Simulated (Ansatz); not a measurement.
`FB(F)[SeH]` + `N=C=O` → `O=C=NB(F)F` + H₂Se  (ligand exchange at a B–Se bond)

Isolated molecules relaxed with PBE0-D4/def2-TZVP in Ansatz; ΔE leaves out vibrations. CBS: MP2 limit from def2 TZ/QZ plus the TZ coupled-cluster correction, frozen cores. This one scheme is used for every species. Functionals use def2-TZVPP. For Se outer-core shells are correlated without core-valence functions, which leaves a few kJ/mol of doubt a bond. Scalar relativity is left out up to krypton. Each species was taken in one conformer, which may not be the lowest.

| level | ΔE (eV) |
| --- | --- |
| LC-ωPBE | -0.45 |
| MP2/def2-SVP | -0.61 |

Problem. What does CCSD(T)/CBS give? (Best estimate.)

Solution. Computed: -0.42 eV. The listed levels differ from it by -0.03, -0.19 eV.

Largest T1 diagnostic among the species: 0.018.

From BLYP to BHLYP (50 % exact exchange), in def2-TZVPP and without D4, ΔE moves by −0.11 eV. At CCSD(T), def2-SVP lies −0.19 eV from the extrapolated value and def2-TZVPP −0.03 eV.
